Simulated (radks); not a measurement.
The numbers below are computed, except where a source is named.
Effect of the nuclear size on the thallium ion Tl16+, [Kr] 4d10 4f14 5s2 5p3. Code: a radial shooting solver on a logarithmic mesh with Libxc functionals. Model: Dirac Kohn-Sham, PBE, spin-unpolarised, spherical densities, finite nucleus; open shells are shared between the two j in proportion to 2j + 1; Fermi nuclear charge, rms radius 5.4759 fm. The rms radius is varied about that value; shifts are against it.

rms radius (fm)	total energy shift (eV)	density at nucleus (e/bohr^3)	1s1/2 shift (meV)	2s1/2 shift (meV)	4p1/2 shift (meV)	5s1/2 shift (meV)	5p1/2 shift (meV)	5p3/2 shift (meV)	6s1/2 (empty) shift (meV)
4.545	-37.3	2.73e+06	-14900	-2240	-2.49	-31.8	0.061	2.48	-12.1
5.224	-10.5	2.574e+06	-4190	-631	-0.705	-8.95	0.016	0.697	-3.39
5.4759	0	2.524e+06	0.000	0.000	0.000	0.000	0.000	0.000	0.000
5.6949	9.36	2.482e+06	3740	562	0.631	7.98	-0.014	-0.621	3.02
6.4287	42.3	2.358e+06	16900	2540	2.87	36.0	-0.058	-2.80	13.6

Slopes of the eigenvalues against <r^2> in GHz/fm^2, as finite differences over the two radii next to the reference (eigenvalue slopes, not the field-shift constants of lines): 1s1/2 373000, 2s1/2 56100, 4p1/2 62.9, 5s1/2 796, 5p1/2 -1.41, 5p3/2 -62.0, 6s1/2 (empty) 301.
